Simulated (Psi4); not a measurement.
HgI$_{2}$ (SMILES [I][Hg][I]), singlet, at a GFN2-xTB geometry (such geometries of metal compounds can be far from the true shape) (core potentials on Hg, I). Base run: HF/def2-SVP (Psi4).

Geometry (Å):
```xyz
3

Hg     0.0000     0.0000     0.0000
I      0.0000     0.0000     2.5915
I      0.0000     0.0000    -2.5915
```
Charge 0, spin multiplicity 1.
All else is at Psi4's defaults (density fitting; Cartesian or spherical functions as each basis is defined).

The base run was repeated with changes; each row names its change, and settings that it needs were set with it.

```
change              basis functions      E (Eh)  core-seconds (rough)
------------------  ---------------  ----------  --------------------
base                             84  -745.91553                     9
basis = def2-SV(P)               77  -745.91315                     5
basis = def2-SVPD               105  -745.92519                     6
basis = def2-TZVP        (withheld)  (withheld)                     7
basis = def2-TZVPP              159  -745.95027                     8
basis = def2-TZVPD       (withheld)  (withheld)                     8
basis = def2-QZVP               236  -745.95377                    10
basis = def2-QZVPP              252  -745.95397                    20
```

Q: Some entries are withheld; supply them.

A: 
- basis = def2-TZVP, basis functions: 143
- basis = def2-TZVP, E (Eh): -745.94934
- basis = def2-TZVPD, basis functions: 164
- basis = def2-TZVPD, E (Eh): -745.94969

Totals compare only among sets that treat the same electrons; sets with core potentials leave the core out.
